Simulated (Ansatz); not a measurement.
`[OH][InH][CH2][SiH3]` + `CC#CO` → `OC#C[SiH3]` + `C[CH2][InH][OH]`  (formal exchange of groups at the Si–C bond)

Program: Ansatz. Geometries: PBE0-D4/def2-TZVP. ΔE: electronic, gas phase. CCSD(T)/CBS is the MP2 limit (def2-TZVPP, def2-QZVPP) plus CCSD(T) − MP2 in def2-TZVPP, frozen cores. DFT in def2-TZVPP. def2 core potentials past Kr. For In outer-core shells are correlated without core-valence functions, which leaves a few kJ/mol of doubt a bond. Each species was taken in one conformer, which may not be the lowest.

`[OH][InH][CH2][SiH3]`:

Cartesian coordinates in Å:
```
O -0.204 2.609 0.270
In -1.412 1.081 -0.157
C -0.357 -0.715 -0.709
Si 1.035 -1.115 0.459
H 0.728 2.381 0.222
H -3.063 1.482 -0.008
H 0.045 -0.545 -1.713
H -1.071 -1.539 -0.772
H 1.766 -2.357 0.084
H 2.017 0.006 0.479
H 0.517 -1.287 1.845
```

`CC#CO`:

Cartesian coordinates in Å:
```
C 0.677 1.187 -0.327
C 0.007 -0.030 0.098
C -0.545 -1.036 0.446
O -1.115 -2.120 0.904
H 1.055 1.094 -1.349
H 0.006 2.049 -0.295
H 1.531 1.405 0.320
H -1.616 -2.550 0.203
```

`OC#C[SiH3]`:

```xyz
8

O    -0.628    0.047   -2.705
C    -0.341    0.025   -1.442
C    -0.144    0.010   -0.249
Si    0.165   -0.012    1.532
H     0.175   -0.015   -3.236
H    -0.463   -1.206    2.153
H     1.629   -0.056    1.778
H    -0.394    1.207    2.169
```

`C[CH2][InH][OH]`:

Cartesian coordinates in Å:
```
C -0.215 -0.584 -1.635
C 0.166 0.390 -0.528
In -0.146 -0.315 1.488
O 0.358 0.988 2.920
H 0.355 -1.515 -1.574
H -1.273 -0.854 -1.595
H -0.029 -0.158 -2.626
H -0.396 1.325 -0.617
H 1.222 0.668 -0.596
H -0.738 -1.765 2.181
H 0.696 1.819 2.581
```

| level | ΔE (kJ/mol) |
| --- | --- |
| ωB97M-V | -3.1 |
| CCSD(T)/def2-TZVPP | -6.4 |

(1) What does CCSD(T)/CBS give? (An estimate is asked.)

Largest T1 diagnostic among the species: 0.015.

Answers

(1) Ansatz gave: -5.0 kJ/mol. The listed levels differ from it by 1.9, -1.4 kJ/mol.

From BLYP to BHLYP (50 % exact exchange), in def2-TZVPP and without D4, ΔE moves by +5.7 kJ/mol. Leaving LDA and LC-ωPBE aside and taking each functional with its dispersion term where it has one, the values, not all of them listed here, spread over 8.3 kJ/mol, from BLYP-D4 to PBE0-D4. LDA lies +8.0 kJ/mol from PBE without D4.
